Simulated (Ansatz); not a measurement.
Series GeX2: LC-ωPBE/def2-TZVP single points in Ansatz on relaxed structures, gas phase. Core potentials for I, no spin–orbit coupling. Binding counts from free atoms in the multiplicity of their measured ground term, without zero-point energy. The structures are stationary points that may keep the symmetry of their start.

| species | atoms | state | geometry | HOMO (eV) | LUMO (eV) | gap (eV) | binding per atom (eV) | point group (within 0.1 Å) |
| --- | --- | --- | --- | --- | --- | --- | --- | --- |
| GeCl2 | 3 | singlet | PBE-D4/def2-TZVP | -10.68 | -1.06 | 9.62 | 2.65 | C2v |
| GeBr2 | 3 | singlet | PBE0-D4/def2-TZVP | -10.23 | -1.18 | 9.05 | 2.30 | C2v |
| GeI2 | 3 | singlet | PBE-D4/def2-TZVP | -9.63 | -1.44 | 8.19 | 1.87 | C2v |
| GeMe2 (C2H6Ge) | 9 | singlet | PBE-D4/def2-TZVP | -8.59 | 0.03 | 8.61 | 3.56 | – |

(1) Estimate the rows for GeF2 (singlet, PBE-D4/def2-TZVP geometry).

(1) 
| species | atoms | state | geometry | HOMO (eV) | LUMO (eV) | gap (eV) | binding per atom (eV) | point group (within 0.1 Å) |
| --- | --- | --- | --- | --- | --- | --- | --- | --- |
| GeF2 | 3 | singlet | PBE-D4/def2-TZVP | -11.66 | -0.45 | 11.21 | 3.70 | C2v |

The gap (eV) runs from 8.19 (GeI2) to 11.21 (GeF2).
